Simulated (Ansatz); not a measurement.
Ge$_{3}$H$_{14}$Si$_{3}$, SMILES `[SiH3][SiH2][GeH2][GeH2][GeH2][SiH3]`, relaxed with RKS PBE0-D4/def2-TZVP in the Gaussian-basis code of Ansatz from a GFN2-xTB geometry. The force threshold is 0.005 eV/Å; the program also tests the step.

Total charge 0; spin multiplicity 1.

Start:

```xyz
20

Si   -2.101   -0.539   -1.663
Si   -2.599   -0.916    0.572
Ge   -1.087    0.250    1.952
Ge    1.231   -0.371    1.905
Ge    2.323   -0.314   -0.229
Si    2.082    1.564   -1.606
H    -0.668   -0.739   -1.928
H    -2.409    0.837   -2.067
H    -2.835   -1.424   -2.569
H    -3.964   -0.511    0.934
H    -2.513   -2.339    0.931
H    -1.104    1.727    1.588
H    -1.511    0.353    3.408
H     1.399   -1.750    2.523
H     2.018    0.469    2.898
H     3.784   -0.656    0.005
H     1.888   -1.578   -0.954
H     2.954    2.647   -1.147
H     2.416    1.252   -2.995
H     0.696    2.038   -1.557
```

```
step   energy (eV)  largest force (eV/Å)  largest move (Å)
   1  -193385.8665                 0.501             0.000
   2  -193386.0462                 0.213             0.172
   3  -193386.0935                 0.064             0.100
   4  -193386.1112                 0.036             0.174
   5  -193386.1138                 0.196             0.192
   6  -193386.1193                 0.090             0.078
   7  -193386.1237                 0.008             0.061
   8  -193386.1261                 0.047             0.111
   9  -193386.1263                 0.028             0.043
  10  -193386.1267                 0.022             0.015
  11  -193386.1270                 0.002             0.018
  12  -193386.1273                 0.026             0.043
  13  -193386.1274                 0.031             0.028
  14  -193386.1275                 0.024             0.038
  15  -193386.1276                 0.018             0.024
  16  -193386.1277                 0.018             0.012
  17  -193386.1278                 0.016             0.009
  18  -193386.1278                 0.011             0.004
  19  -193386.1279                 0.001             0.010
  20  -193386.1280                 0.013             0.028
  21  -193386.1281                 0.019             0.039
  22  -193386.1281                 0.016             0.013
  23  -193386.1282                 0.016             0.039
  24  -193386.1282                 0.011             0.004
  25  -193386.1282                 0.004             0.006
  26  -193386.1283                 0.004             0.013
```

End:

```xyz
20

Si   -1.993   -0.405   -1.779
Si   -2.283   -0.945    0.477
Ge   -1.001    0.455    1.919
Ge    1.303   -0.299    2.041
Ge    2.204   -0.574   -0.194
Si    1.843    1.422   -1.437
H    -0.589   -0.648   -2.207
H    -2.316    1.030   -2.001
H    -2.892   -1.235   -2.626
H    -3.729   -0.807    0.811
H    -1.892   -2.364    0.710
H    -1.030    1.904    1.396
H    -1.617    0.456    3.331
H     1.359   -1.634    2.808
H     2.147    0.732    2.815
H     3.708   -0.902   -0.130
H     1.492   -1.765   -0.863
H     2.772    2.476   -0.950
H     2.068    1.211   -2.891
H     0.448    1.893   -1.230
```

Run time 45 s (6 threads of an AMD EPYC 7R13 on a shared host and a share of an NVIDIA H100 80 GB); peak host memory 1.2 GiB.
